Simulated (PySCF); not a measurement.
H2Zr, SMILES [ZrH2], multiplicity 1. Atoms are numbered in the order given.

```xyz
3

Zr     0.0000     0.0000     0.0000
H      0.0000     0.0000    -1.9292
H      0.0000     0.0000     1.9292
```
Charge 0, spin multiplicity 1.

Geometry: PBE0-D3(BJ)/def2-TZVPD. A frequency run showed that this geometry is not a minimum. The multiplicity is an assumed one; other spin states were not compared. The def2 effective core potentials stand for the cores of Zr; spin–orbit coupling is left out.

The numbers are results of TDA-PBE0/def2-TZVPD (PySCF), not measurements.

Vertical excitations; the highest root listed may be one member of a degenerate set.  State labels are in the subgroup D2h.

| state | symmetry | energy (eV) | λ (nm) | f | main pairs |
|---|---|---|---|---|---|
| S1 | Ag | 0.32 | 3886 | 0.000 | HOMO→LUMO+1 (degenerate set) |
| S2 | B1g | 0.32 | 3874 | 0.000 | HOMO→LUMO (degenerate set) |
| S3 | B2g | 0.39 | 3196 | 0.000 | HOMO→LUMO+2 (degenerate set) |
| S4 | B3g | 0.39 | 3196 | 0.000 | HOMO→LUMO+3 (degenerate set) |
| S5 | Au | 1.16 | 1066 | 0.000 | HOMO−1→LUMO (degenerate set) |
| S6 | B1u | 1.16 | 1066 | 0.000 | HOMO−1→LUMO+1 (degenerate set) |
| S7 | B3u | 1.89 | 657 | 0.005 | HOMO−1→LUMO+2 (degenerate set) |
| S8 | B2u | 1.89 | 657 | 0.005 | HOMO−1→LUMO+3 (degenerate set) |
| S9 | B1g | 3.49 | 355 | 0.000 | HOMO−2→LUMO (degenerate set) |
| S10 | Ag | 3.49 | 355 | 0.000 | HOMO−2→LUMO+1 (degenerate set) |
| T1 | B1u | 1.12 | 1102 | 0 | HOMO−1→LUMO+1 (degenerate set) |
| T2 | Au | 1.12 | 1102 | 0 | HOMO−1→LUMO (degenerate set) |
| T3 | B3u | 1.50 | 829 | 0 | HOMO−1→LUMO+2 (degenerate set) |
| T4 | B2u | 1.50 | 829 | 0 | HOMO−1→LUMO+3 (degenerate set) |
Triplets are in the Tamm–Dancoff approximation.
